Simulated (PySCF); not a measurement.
## Vibration and rotation of HgC

PBE0 constants of HgC, ³Σ⁻ (triplet), unpaired electrons π ↑↑ (PySCF, scalar-relativistic core potentials, basis sets Hg cc-pVDZ-PP with ECP60, C cc-pVDZ; masses 201.9706 and 12.0000 u):

| Property | Result |
| --- | --- |
| ωe | 372.5 cm⁻¹ |
| ωexe | 6.32 cm⁻¹ |
| Be | 0.3207 cm⁻¹ |
| αe | 0.00560 cm⁻¹ |
| D (centrifugal) | 9.51e-07 cm⁻¹ |
| De to Hg + C | 0.72 eV |

(1) Give the vibrational terms G(v) and spacings up to v = 6.

(2) How well does the Morse estimate ωe²/(4ωexe) reproduce De, and what is D0?

These are scalar-relativistic numbers at best; spin–orbit coupling would shift them, the dissociation energy most. The state was picked by a PBE0 search and need not be the measured ground state.

Results:

(1) G(v) = ωe(v+½) − ωexe(v+½)².

```json
{"v": "0", "G(v) (cm⁻¹)": "185", "G(v) − G(v−1)": "", "Bv (cm⁻¹)": "0.3179"}
{"v": "1", "G(v) (cm⁻¹)": "545", "G(v) − G(v−1)": "360", "Bv (cm⁻¹)": "0.3123"}
{"v": "2", "G(v) (cm⁻¹)": "892", "G(v) − G(v−1)": "347", "Bv (cm⁻¹)": "0.3067"}
{"v": "3", "G(v) (cm⁻¹)": "1226", "G(v) − G(v−1)": "335", "Bv (cm⁻¹)": "0.3011"}
{"v": "4", "G(v) (cm⁻¹)": "1548", "G(v) − G(v−1)": "322", "Bv (cm⁻¹)": "0.2955"}
{"v": "5", "G(v) (cm⁻¹)": "1858", "G(v) − G(v−1)": "309", "Bv (cm⁻¹)": "0.2899"}
{"v": "6", "G(v) (cm⁻¹)": "2154", "G(v) − G(v−1)": "297", "Bv (cm⁻¹)": "0.2843"}
```

(2) It gives 0.68 eV, 95 % of the computed De. D0 = De − G(0) = 0.72 − 0.02 = 0.70 eV.
